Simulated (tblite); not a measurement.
C₅H₅FN (doublet state).
Geometry (GFN2-xTB, Å), atoms numbered from 1 in this order:
```xyz
12
C5H5FN angstrom
C      2.0152    0.9667    0.3296
C      0.9271    0.4890   -0.1708
C      0.0982   -0.7011   -0.2478
F      0.7395   -1.8108    0.3417
C     -1.2403   -0.5088    0.4858
C     -2.0177    0.5239   -0.1485
N     -2.6314    1.3398   -0.6609
H      2.7014    0.3852    0.9486
H      2.3271    1.9862    0.1577
H     -0.0699   -0.9950   -1.2934
H     -1.8014   -1.4476    0.4715
H     -1.0465   -0.2281    1.5252
```

All values are computed: GFN2-xTB (tblite) harmonic vibrations without scaling, gas phase. This tight-binding method is rough: wavenumbers can miss measured ones by several per cent, in bad cases by 10 to 20. One conformer, not necessarily the lowest. Open shells enter through the occupations alone, without spin polarisation, and single modes of such species can be off by tens of per cent.

Harmonic wavenumbers (cm⁻¹): 45.8, 82.8, 129.6, 164.3, 279.8, 347.9, 382.7, 453.1, 538.8, 566.3, 833.6, 845.5, 863.4, 940.6, 975.1, 1000.4, 1066.8, 1106.6, 1230.3, 1260.5, 1276.3, 1344.4, 1416.9, 1830.7, 2417.0, 2873.3, 2888.7, 2964.4, 2974.0, 3051.9.

A = 4232, B = 1820, C = 1354 MHz; mass 98.041 u (most abundant isotopes); point group C1, symmetry number 1; spin multiplicity 2.

Q: Zero-point energy?

A: Half the sum of the wavenumbers: 18076 cm⁻¹ = 216.23 kJ/mol.

Q: Give the ideal-gas entropy at 298.15 K and 1 bar in the rigid-rotor, harmonic-oscillator model (classical rotation).

A: Translation 166.04, rotation 116.41, vibration 87.76, spin (R ln 2) 5.76: S = 376.0 J/(mol K).

Q: And Cp and H(298.15 K) − H(0)?

A: Cp = 118.94 J/(mol K), of which vibrations give 85.68 (their classical limit is 30 R = 249.4); H(298.15 K) − H(0) = 23.35 kJ/mol without the zero-point energy, 13.43 from vibrations.

Q: Blend soft modes into free rotors: weight 1/[1 + (100 cm⁻¹/ν̃)⁴] for the oscillator and the rest for a rotor with moment μB/(μ + B), μ = h/(8π²ν), B = 10⁻⁴⁴ kg m². What vibrational entropy results?

A: 79.69 J/(mol K) in place of 87.76, which changes −T·S at 298.15 K by +2.41 kJ/mol.

Q: How do the functions run with temperature in this model?

A: 
| T (K) | S (J/(mol K)) | Cp (J/(mol K)) | H − H(0) (kJ/mol) | G − H(0) (kJ/mol) | ln q(vib) |
| --- | --- | --- | --- | --- | --- |
| 50 | 239.7 | 50.6 | 2.02 | -9.96 | 0.44 |
| 100 | 279.7 | 66.1 | 4.95 | -23.02 | 1.39 |
| 373.15 | 404.7 | 137.4 | 32.97 | -118.04 | 6.48 |
| 500 | 448.7 | 163.5 | 52.13 | -172.22 | 8.69 |
| 750 | 522.3 | 199.0 | 97.79 | -293.92 | 12.78 |
| 1000 | 582.9 | 222.0 | 150.62 | -432.29 | 16.49 |

q(vib) and H(0) count from the zero-point level.

Q: Which modes carry the vibrational entropy at 298.15 K?

A: 45.8 cm⁻¹: 20.88; 82.8 cm⁻¹: 16.00; 129.6 cm⁻¹: 12.35; 164.3 cm⁻¹: 10.46; 279.8 cm⁻¹: 6.42; 347.9 cm⁻¹: 4.92 J/(mol K); the other 24 give 16.73 together.

Hindered rotation and anharmonicity are outside this model. Other conformers, if any are populated, would add a mixing term that is left out. The structure is chiral; the term R ln 2 for an equal mix with its mirror image is left out.
